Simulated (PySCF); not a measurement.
# A small calculation by hand: entropy of an ideal gas

C3Si, SMILES [C]1[c+]2[si-2][c+]21 (connectivity only; charge and spin as stated), neutral, multiplicity 1.

Geometry optimised at r2SCAN-D4/def2-TZVP.

r2SCAN-D4/def2-TZVP run with PySCF gives the harmonic wavenumbers 191, 424, 685, 1024, 1072, 1403 cm⁻¹ and the rotational temperatures 1.8628, 0.2976, 0.2566 K. The molar mass is 64.12 g/mol, the symmetry number 2, the spin multiplicity 1.

**Question.** Work out the entropy at 298.15 K and 1 atm in the rigid-rotor, harmonic-oscillator model.

**Answer.** 
Translation (Sackur–Tetrode at 1 atm): S = R[1.5 ln M + 2.5 ln T − 1.16487] = 160.6 J/(mol K).
Rotation: q = (√π/σ) T^1.5/√(θA θB θC) = 12100, S = R[ln q + 3/2] = 90.6 J/(mol K).
Vibration: with u = 1.4388 ν/T, each mode gives R[u/(e^u − 1) − ln(1 − e^−u)]:
```json
[
 {"ν (cm⁻¹)": "191", "modes": "1", "u": "0.92", "S (J/(mol K))": "9.28"},
 {"ν (cm⁻¹)": "424", "modes": "1", "u": "2.05", "S (J/(mol K))": "3.68"},
 {"ν (cm⁻¹)": "685", "modes": "1", "u": "3.31", "S (J/(mol K))": "1.36"},
 {"ν (cm⁻¹)": "1024", "modes": "1", "u": "4.94", "S (J/(mol K))": "0.36"},
 {"ν (cm⁻¹)": "1072", "modes": "1", "u": "5.17", "S (J/(mol K))": "0.29"},
 {"ν (cm⁻¹)": "1403", "modes": "1", "u": "6.77", "S (J/(mol K))": "0.07"}
]
```
These are all the modes. Sum 15.0 J/(mol K).
Spin: R ln 1 = 0.0 J/(mol K).
Total 266.3 J/(mol K); the program's own thermochemistry gives 266.3. Translation makes up 60 % and vibration 6 %. Anharmonicity, hindered rotation and orbital degeneracy are left out.
